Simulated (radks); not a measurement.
Species: W45+. Configuration: [Ar] 3d10 4s1. Method: Dirac Kohn-Sham, exchange-only PBE, spin-unpolarised, spherical densities, finite nucleus; Fermi nuclear charge, rms radius 5.3658 fm; computed with a radial shooting solver on a logarithmic mesh with Libxc functionals.

Spin-orbit splittings of the eigenvalues, e(l+1/2) - e(l-1/2), with zeta = 2 splitting/(2l+1) and mean radii in bohr:

shell  occ.  splitting (eV)  zeta (eV)  <r> j=l-1/2  <r> j=l+1/2
2p        6            1359      906.3      0.06350      0.07141
3p        6           307.3      204.9       0.1865       0.2001
3d       10           68.00      27.20       0.1743       0.1785
